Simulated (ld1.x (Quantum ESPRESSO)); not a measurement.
What one change does to a pseudopotential (germanium (Ge), PAW)

germanium (Ge), PAW, made with ld1.x (Quantum ESPRESSO) 7.5 (PBEsol, non-relativistic). Core [Ar], reference 3d10 4s2 4p1 (charge +1). Waves: 4s (bound): rcut 1.65, rcutus 1.80 bohr; 4s channel at 0.8 Ry: rcut 1.65, rcutus 1.80 bohr; 4p (bound): rcut 1.45, rcutus 1.70 bohr; 4p channel at 2.4 Ry: rcut 1.45, rcutus 1.70 bohr; 3d (bound): rcut 0.70, rcutus 0.75 bohr; 3d channel at -2.55 Ry: rcut 0.70, rcutus 0.75 bohr. Local part: all-electron potential smoothed inside 1.45 bohr (lloc = -1). Core correction: Bessel-smoothed model core, default radius (core density twice the valence density). Augmentation charge: BESSEL, radius 0.55 bohr.

Change: local potential all-electron potential smoothed inside 1.75 bohr (lloc = -2).

Cutoffs: the cutoffs (Ry, on a coarse ladder) from which the occupation-weighted sum of valence levels, in a spherical-Bessel basis at the reference potential, stays within 10 and 1 mRy of its value at 400 Ry; they do not see the model core or the augmentation charge, which bear on the density cutoff. Errors are all-electron minus pseudo energies relative to the spin-unpolarised reference configuration.

**Question.** What does the change do?

**Answer.** Of the 7 tests that both files solve, the error grows in 2 and shrinks in 1 by more than 15 % and 0.3 meV (median size 0.4 → 0.3 meV); neither file shows a bound ghost.

```csv
quantity,base,changed
"cutoff, loose",300 Ry,300 Ry
"cutoff, tight",over 300 Ry,over 300 Ry
bound ghosts,none,none
"error for 3d10 4s2 4p2, meV [ΔE -7.49 eV]",+0.2,+0.1
"error for 3d10 4s2 4p0, meV [ΔE 15.46 eV]",-0.4,-0.3
"error for 3d10 4s1 4p0, meV [ΔE 49.70 eV]",-1.9,-3.5
"error for 3d9 4s2 4p2, meV [ΔE 32.12 eV]",-216,-291
"error for 3d10 4s2 4p1.5, meV [ΔE -4.66 eV]",0.0,-0.1
"error for 3d10 4s2 4p2.3, meV [ΔE -8.38 eV]",+0.2,0.0
"error for 3d10 4s1 4p2, meV [ΔE 8.31 eV]",+1.4,+0.4
s: phases at 1.95 bohr within 0.05 rad from the reference energy up to (Ry; the scan ends near 5),4.5,to the end of the scan
p: phases at 1.95 bohr within 0.05 rad from the reference energy up to (Ry; the scan ends near 5),to the end of the scan,to the end of the scan
d: phases at 1.95 bohr within 0.05 rad from the reference energy up to (Ry; the scan ends near 5),to the end of the scan,to the end of the scan
lowest overlap eigenvalue by channel,"s 0.39, p 0.59, d 0.99","s 0.43, p 0.62, d 1.00"
```
